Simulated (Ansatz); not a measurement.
Reaction (redistribution): `[SiH3][Ge]([Cl])([Cl])[Cl]` + `[F][Al]([F])[SeH]` → `[F][Al]([F])[SiH3]` + `[Cl][Ge]([Cl])([Cl])[SeH]`

Isolated molecules relaxed with PBE0-D4/def2-TZVP in Ansatz; ΔE leaves out vibrations. CBS: MP2 limit from def2 TZ/QZ plus the TZ coupled-cluster correction, frozen cores. Functionals use def2-TZVPP. For Ge, Se outer-core shells are correlated without core-valence functions, which leaves a few kJ/mol of doubt a bond. Scalar relativity is left out up to krypton. One conformer a species, not always the lowest.

```tsv
level	ΔE (kJ/mol)
BLYP	70.3
LC-ωPBE	72.6
```

Problem. What does CCSD(T)/CBS give? (An estimate is asked.)

Solution. Ansatz gave: +77.2 kJ/mol. The listed levels differ from it by -6.9, -4.6 kJ/mol.

Largest T1 diagnostic among the species: 0.014.

From PBE to PBE0 (25 % exact exchange), in def2-TZVPP and without D4, ΔE moves by +3.5 kJ/mol. Leaving LDA and LC-ωPBE aside and taking each functional with its dispersion term where it has one, the values, not all of them listed here, spread over 10.9 kJ/mol, from revPBE-D4 to r2SCAN0-D4.
